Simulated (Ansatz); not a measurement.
Mulliken charges of `[AlH2][I]` from PBE/def2-TZVPP in Ansatz (PBE0-D4/def2-TZVP geometry).

```tsv
atom	x (Å)	y (Å)	z (Å)	charge (e)
Al1	-0.198	0.048	-0.124	0.390
I2	1.889	-0.574	1.048	-0.187
H3	-1.528	-0.680	0.308	-0.101
H4	-0.108	1.146	-1.252	-0.101
```

Problem. By hand: the dipole of these point charges (1 e Å = 4.8032 D).

Solution. Σ q r = (-0.265, 0.079, -0.149) e Å, of length 0.314 e Å = 1.51 D.

Problem. How does the dipole of the full density compare? (Estimate.)

Solution. Ansatz gave: (-0.146, 0.043, -0.082) e Å, 0.83 D; the point charges give 1.82 times that, at 0° from its direction.

Point charges leave out the atoms' own dipoles, such as those of lone pairs, and Mulliken's split depends on the basis, so the two needn't agree.
